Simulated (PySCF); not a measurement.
CH4N, doublet, at a GFN2-xTB geometry. Base run: M06/3-21G in PySCF.

Geometry (Å):
```xyz
6

C      0.1197     0.7207    -0.0076
N     -0.0848    -0.6577     0.0068
H     -0.5194    -1.0009     0.8524
H     -0.5284    -1.0172    -0.8272
H      0.4667     1.1577     0.9094
H      0.4568     1.1398    -0.9367
```
Charge 0, spin multiplicity 2.
Orbitals are unrestricted.
All else is at PySCF's defaults.
Base energy -94.62020 Eh.

Variants of this job, named by their change:

```json
[
 {"change": "base", "ΔE vs base (µEh)": "0.0", "grid points": "67256", "electrons on the grid": "17.00000"},
 {"change": "grids.level = 4", "ΔE vs base (µEh)": "8.6", "grid points": "119320", "electrons on the grid": "17.00000"},
 {"change": "grids.prune = off", "ΔE vs base (µEh)": "-0.2", "grid points": "105704", "electrons on the grid": "17.00000"},
 {"change": "grids.level = 1", "ΔE vs base (µEh)": "155", "grid points": "20192", "electrons on the grid": "17.00002"},
 {"change": "grids.prune = dft.gen_grid.sg1_prune", "ΔE vs base (µEh)": "94.2", "grid points": "29904", "electrons on the grid": "17.00009"},
 {"change": "small_rho_cutoff = 0", "ΔE vs base (µEh)": "0.0", "grid points": "67256", "electrons on the grid": "17.00000"},
 {"change": "grids.becke_scheme = stratmann", "ΔE vs base (µEh)": "1.3", "grid points": "67256", "electrons on the grid": "17.00000"},
 {"change": "grids.prune = dft.gen_grid.treutler_prune", "ΔE vs base (µEh)": "-230", "grid points": "57752", "electrons on the grid": "17.00000"},
 {"change": "grids.level = 2", "ΔE vs base (µEh)": "12.1", "grid points": "43688", "electrons on the grid": "17.00000"},
 {"change": "grids.radi_method = gauss_chebyshev", "ΔE vs base (µEh)": "3.8", "grid points": "65992", "electrons on the grid": "17.00000"},
 {"change": "grids.atom_grid = (75, 302)", "ΔE vs base (µEh)": "2.3", "grid points": "87376", "electrons on the grid": "17.00000"}
]
```

Open shells are given as the SCF converged; they aren't shown to be the lowest states, and a large step between rows can be another state.
